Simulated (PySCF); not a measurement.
Correlation energy of Se (selenium, neutral)

[Ar] 3d10 4s2 4p3 4d1, high-spin 5D determinant (an excited configuration). Computed with PySCF 2.14 in aug-cc-pwCVDZ-PP with ECP10MDF (6s5p4d1f, 48 functions), with scalar relativity through the core potential. Frozen: 3s2 3p6 3d10; 6 electrons correlated.

MP2 pair energies summed by pair of shells (mhartree):

```json
{"pair": "4s-4p", "energy": "-37.31", "share (%)": "60.9"}
{"pair": "4p-4p", "energy": "-11.55", "share (%)": "18.9"}
{"pair": "4s-4s", "energy": "-7.87", "share (%)": "12.9"}
{"pair": "4p-4d", "energy": "-2.52", "share (%)": "4.1"}
{"pair": "4s-4d", "energy": "-1.97", "share (%)": "3.2"}
```

Total MP2 correlation energy: -61.22 mhartree.

Same-spin part -17.25 and opposite-spin part -43.98 mhartree; SCS-MP2 scales them by 1/3 and 6/5 to -58.52 mhartree.
